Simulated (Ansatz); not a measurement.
Ansatz (a program for electronic structure) input (HF/6-31G*):

Ansatz 0.2 input:
```yaml
crystal:
  periodic: [false, false, false]
  atoms:
    - {symbol: B, position_ang: [0.04080847, -0.05580682, 0.09112762]}
    - {symbol: H, position_ang: [-1.00450769, 0.19862766, -0.59340311]}
    - {symbol: H, position_ang: [0.45813034, -0.62650713, 1.02303099]}
    - {symbol: H, position_ang: [0.34233501, 0.70691356, -0.88526598]}
basis:
  gaussian:
    orbitals: 6-31G*
hamiltonian:
  xc: {name: HF}
total_charge: 1
magnetization: {spin_polarized: true, initial_magnetization: 1}
relax: {f_tol: 0.003, max_steps: 120}
```

From the last part of the output:

```
WARN ansatz: RAYON_NUM_THREADS=1 ignored (pool sized by the plan → 1); use --threads N
Functional definition: HF
integrals: 0.00 GiB planned
263 factors; integrals over basis functions are off by at most 6.2e-4 eV
mean field: 0.04 GiB planned
mean field evaluation 1: about -706.3000 eV, gradient 7.1e0 eV
mean field evaluation 2: about -706.2990 eV, gradient 7.1e0 eV
mean field evaluation 4: about -706.7268 eV, gradient 4.4e-1 eV
mean field evaluation 8: about -706.7304 eV, gradient 6.9e-6 eV
mean field -706.73040501 eV, -25.9718633450 hartree, gradient 7.2e-6 eV, S^2 0.757522; 0 other end points of the search recorded, 0 dependent functions left out
the calculation of the forces begins
reference -706.73040501 eV, -25.9718633450 hartree; 4, 3 occupied and 17, 18 virtual orbitals, 263 factors
relax step   1: F+E_penalty+E_count = -706.73040501 eV  Δ(F+E_penalty+E_count) = +0.000e0 eV  max|allowed force component| = 3.574e-1 eV/Å  Δτ_max = 0.0000 Å  (27 SCF iters, accepted)
these checks for a lower state are left out or cut short: starts, cluster_reference, orbital_swaps, neighbouring_geometries, increment
integrals: 0.00 GiB planned
263 factors; integrals over basis functions are off by at most 6.0e-4 eV
mean field: 0.04 GiB planned
mean field evaluation 16: about -706.7452 eV, gradient 9.8e-6 eV
mean field -706.74523405 eV, -25.9724083022 hartree, gradient 9.8e-6 eV, S^2 0.759108; 0 other end points of the search recorded, 0 dependent functions left out
the calculation of the forces begins
reference -706.74523405 eV, -25.9724083022 hartree; 4, 3 occupied and 17, 18 virtual orbitals, 263 factors
relax step   2: F+E_penalty+E_count = -706.74523405 eV  Δ(F+E_penalty+E_count) = -1.483e-2 eV  max|allowed force component| = 4.453e-2 eV/Å  Δτ_max = 0.0495 Å  (22 SCF iters, accepted)
these checks for a lower state are left out or cut short: starts, cluster_reference, orbital_swaps, neighbouring_geometries, increment
integrals: 0.00 GiB planned
263 factors; integrals over basis functions are off by at most 6.0e-4 eV
mean field: 0.04 GiB planned
mean field -706.74564945 eV, -25.9724235679 hartree, gradient 6.8e-6 eV, S^2 0.758824; 0 other end points of the search recorded, 0 dependent functions left out
the calculation of the forces begins
reference -706.74564945 eV, -25.9724235679 hartree; 4, 3 occupied and 17, 18 virtual orbitals, 263 factors
relax step   3: F+E_penalty+E_count = -706.74564945 eV  Δ(F+E_penalty+E_count) = -4.154e-4 eV  max|allowed force component| = 1.594e-2 eV/Å  Δτ_max = 0.0073 Å  (23 SCF iters, accepted)
these checks for a lower state are left out or cut short: starts, cluster_reference, orbital_swaps, neighbouring_geometries, increment
integrals: 0.00 GiB planned
263 factors; integrals over basis functions are off by at most 6.0e-4 eV
mean field: 0.04 GiB planned
mean field -706.74567192 eV, -25.9724243937 hartree, gradient 3.1e-5 eV, S^2 0.758765; 0 other end points of the search recorded, 0 dependent functions left out
the calculation of the forces begins
reference -706.74567192 eV, -25.9724243937 hartree; 4, 3 occupied and 17, 18 virtual orbitals, 263 factors
relax step   4: F+E_penalty+E_count = -706.74567192 eV  Δ(F+E_penalty+E_count) = -2.247e-5 eV  max|allowed force component| = 4.019e-3 eV/Å  Δτ_max = 0.0014 Å  (17 SCF iters, accepted)
these checks for a lower state are left out or cut short: starts, cluster_reference, orbital_swaps, neighbouring_geometries, increment
integrals: 0.00 GiB planned
263 factors; integrals over basis functions are off by at most 6.0e-4 eV
mean field: 0.04 GiB planned
mean field evaluation 32: about -706.7457 eV, gradient 1.5e-5 eV
mean field -706.74567247 eV, -25.9724244138 hartree, gradient 1.5e-5 eV, S^2 0.758760; 0 other end points of the search recorded, 0 dependent functions left out
the calculation of the forces begins
reference -706.74567247 eV, -25.9724244138 hartree; 4, 3 occupied and 17, 18 virtual orbitals, 263 factors
relax step   5: F+E_penalty+E_count = -706.74567247 eV  Δ(F+E_penalty+E_count) = -5.467e-7 eV  max|allowed force component| = 1.358e-4 eV/Å  Δτ_max = 0.0001 Å  (16 SCF iters, accepted)
integrals: 0.00 GiB planned
263 factors; integrals over basis functions are off by at most 6.0e-4 eV
mean field: 0.04 GiB planned
mean field -706.74567247 eV, -25.9724244138 hartree, gradient 1.5e-5 eV, S^2 0.758760; 1 other end points of the search recorded, 0 dependent functions left out
the calculation of the forces begins
reference -706.74567247 eV, -25.9724244138 hartree; 4, 3 occupied and 17, 18 virtual orbitals, 263 factors
Total energy: -706.74567247 eV, -25.9724244138 hartree
Atom 0 at     0.034682    -0.047429     0.077447 Å, force     0.000051    -0.000069     0.000113 eV/Å
Atom 1 at    -1.030093     0.176339    -0.570123 Å, force    -0.000018    -0.000016     0.000016 eV/Å
Atom 2 at     0.449777    -0.615084     1.004378 Å, force    -0.000061     0.000083    -0.000136 eV/Å
Atom 3 at     0.382400     0.709401    -0.876212 Å, force     0.000028     0.000002     0.000006 eV/Å
Dipole moment:    -0.078428     0.107253    -0.175135 e Å
```

The dipole moment of an ion depends on the origin.
